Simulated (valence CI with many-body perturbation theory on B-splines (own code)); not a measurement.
## Zn X: what the settings do

Computed by configuration interaction combined with many-body perturbation theory (CI+MBPT): three valence electrons over a frozen Dirac-Fock core [Ar], a basis of 6 s, 6 p, 5 d, 5 f, 1 g functions for each j, with the one-electron correlation potential Σ1, the two-electron term Σ2, the three-electron term Σ3, Breit, model QED; selected CI, second order for the rest (own B-spline code, finite nucleus).

No measured levels were compared; by estimate terms of the open shell hold to 2 to 4 % of their energy, and close levels can change places. Only levels of the ground parity were solved; by the run's estimate the other parity begins above the list, which can be wrong where configurations are misplaced.

The reference run has the lowest level 3d³ ⁴F_3/2 and an ionisation energy of 237.855 eV. Its largest variational space holds 2279 state functions.

Names give the largest LS component (configuration and term), which can be under half, so a name can repeat, a term be missing and a line seem to break the LS rules; names also repeat where a configuration has a term twice. Letters in brackets count levels of one name in rising energy.

| Level | Reference (cm⁻¹) | Shift (cm⁻¹) |
| --- | --- | --- |
| 3d³ ⁴F_5/2 | 1601 | -10 |
| 3d³ ⁴F_7/2 | 3630 | -12 |
| 3d³ ⁴F_9/2 | 5952 | -4.5 |
| 3d³ ⁴P_1/2 | 28855 | +977 |
| 3d³ ⁴P_3/2 | 29119 | +1045 |
| 3d³ ²G_7/2 | 31417 | +1379 |
| 3d³ ⁴P_5/2 | 31504 | +967 |
| 3d³ ²G_9/2 | 33115 | +1370 |
| 3d³ ²D_3/2 [a] | 40071 | +2241 |
| 3d³ ²P_1/2 | 41348 | +2152 |
| 3d³ ²H_9/2 | 43285 | +1458 |
| 3d³ ²H_11/2 | 44208 | +1458 |

The ionisation energy moves by -0.008 eV.

(1) Which of these changes was made?
A. orbitals per symmetry with explicit Σ2 and valence Breit (the others get mean screening factors) 5 → 2; hole-hole ladder in Σ2 on → off
B. highest l in the core sums 6 → 3
C. correlating orbitals by l 3 3 3 3 1 → 2 2 1 1 0; natural orbitals for correlation on → off

Results:

(1) C. correlating orbitals by l 3 3 3 3 1 → 2 2 1 1 0; natural orbitals for correlation on → off.
